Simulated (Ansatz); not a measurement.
CaO₂⁻, 3 atoms. Hardware: 4 threads of Arm Neoverse V1 on a shared host.

Correlated methods freeze 7 core orbitals; core or outer-core shells of Ca are correlated, in sets that lack core-valence functions.

Question: How many basis functions does each of these Ansatz runs have, and roughly what does it cost? PBE-D4/def2-SVPD, charge -1 doublet, energy, from earlier orbitals; MP2/def2-TZVPD, charge -1 doublet, energy, from earlier orbitals; RPA@PBE/def2-TZVPD, charge -1 doublet, energy, from earlier orbitals; PBE-D4/def2-TZVPD, charge 0 singlet at the geometry of the charge -1 doublet, energy, from earlier orbitals; r2SCAN-D4/def2-TZVPD, charge 0 singlet at the geometry of the charge -1 doublet, energy, from earlier orbitals; B97M-V/def2-TZVPD, charge -1 quartet, energy, from earlier orbitals; PBE-D4/def2-TZVPD, charge 0 triplet at the geometry of the charge -1 doublet, energy, from earlier orbitals; PBE-D4/def2-TZVPD, charge -1 doublet, energy, from earlier orbitals; MP2/def2-TZVPD, charge -1 quartet, energy, from earlier orbitals; BHLYP-D4/def2-TZVPD, charge -1 doublet, energy, from earlier orbitals; r2SCAN-D4/def2-TZVPD, charge 0 triplet at the geometry of the charge -1 doublet, energy, from earlier orbitals; PBE-QIDH/def2-TZVPD, charge -1 doublet, energy, from earlier orbitals.

Answer: Other jobs shared the machine, so times can vary by a factor of up to 3. A dash marks memory too small to be measured apart from the calling script's.

```
                                                                                                           run  functions  fitting or Cholesky vectors  wall time  peak host memory (GiB)
   PBE-D4/def2-TZVPD, charge 0 singlet at the geometry of the charge -1 doublet, energy, from earlier orbitals        116                          735      0.6 s                       –
                                            PBE-D4/def2-SVPD, charge -1 doublet, energy, from earlier orbitals         73                          676      0.8 s                       –
                                              MP2/def2-TZVPD, charge -1 quartet, energy, from earlier orbitals        116                          874        1 s                       –
                                           PBE-D4/def2-TZVPD, charge -1 doublet, energy, from earlier orbitals        116                          735      1.1 s                       –
r2SCAN-D4/def2-TZVPD, charge 0 singlet at the geometry of the charge -1 doublet, energy, from earlier orbitals        116                          735      1.4 s                       –
                                          RPA@PBE/def2-TZVPD, charge -1 doublet, energy, from earlier orbitals        116                          878      1.6 s                       –
                                         PBE-QIDH/def2-TZVPD, charge -1 doublet, energy, from earlier orbitals        116                          878      3.4 s                       –
                                              MP2/def2-TZVPD, charge -1 doublet, energy, from earlier orbitals        116                          878      3.6 s                       –
                                         BHLYP-D4/def2-TZVPD, charge -1 doublet, energy, from earlier orbitals        116                          869      4.2 s                       –
   PBE-D4/def2-TZVPD, charge 0 triplet at the geometry of the charge -1 doublet, energy, from earlier orbitals        116                          735      4.5 s                       –
                                           B97M-V/def2-TZVPD, charge -1 quartet, energy, from earlier orbitals        116                          735       14 s                       –
r2SCAN-D4/def2-TZVPD, charge 0 triplet at the geometry of the charge -1 doublet, energy, from earlier orbitals        116                          735       18 s                       –
```
